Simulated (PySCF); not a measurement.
Run record: geometry optimisation, `FC(F)(F)c1cc[cH-]c1`.

Method: PBE0-D3(BJ)/def2-SVP geometry optimisation, gas phase (PySCF 2.14.0). Start geometry: GFN2-xTB. The input is one job of a driver script: a line of settings, then coordinates in Å.

Input:
```
{"job": {"xc": "PBE0", "basis": "def2-SVP", "d3": "d3bj", "grid": 2, "kind": "geom"}, "charge": -1, "multiplicity": 1}
F      2.278353     1.412863     0.568818
C      1.845514     0.233007     0.033653
F      2.542406    -0.724531     0.706602
F      2.468988     0.232675    -1.215910
C      0.409113     0.052984     0.022720
C     -0.549870     1.068253    -0.145212
C     -1.797915     0.472059    -0.117369
C     -1.627262    -0.905729     0.059591
C     -0.272203    -1.171652     0.142174
H     -0.331636     2.118661    -0.263795
H     -2.745206     0.984885    -0.214691
H     -2.420022    -1.639033     0.122539
H      0.195352    -2.133957     0.283152
```

Output:
```
step   0  E = -529.65938096  max force = 0.027337
step   1  E = -529.66159410  max force = 0.013571
step   2  E = -529.66183842  max force = 0.003498
step   3  E = -529.66185757  max force = 0.003077
step   4  E = -529.66191784  max force = 0.000820
step   5  E = -529.66192634  max force = 0.000394
optimisation converged
```

Energies in Eh; «max force» is the largest Cartesian gradient component in Eh/bohr.

Task: How much energy does the optimisation release, in kJ/mol?

Result: E(step 0) − E(last step) = 0.002545 Eh, which is 6.7 kJ/mol.

Task: Give the first gradient maximum in eV/Å.

Result: With 1 Eh/bohr = 51.422 eV/Å, 1.406 eV/Å.

Main results: final energy -529.66193 Eh after 5 steps.

Task: Estimate the wall time. Hardware: an Intel Xeon 6975P-C with one thread, shared host with 32 logical CPUs at a one-minute load of 24. And the peak memory of the process?

Result: About 56 s, with 0.72 GiB resident at the peak, the Python interpreter and its libraries included.
Labels such as C1 count atoms from 1, the log's own numbers from 0.
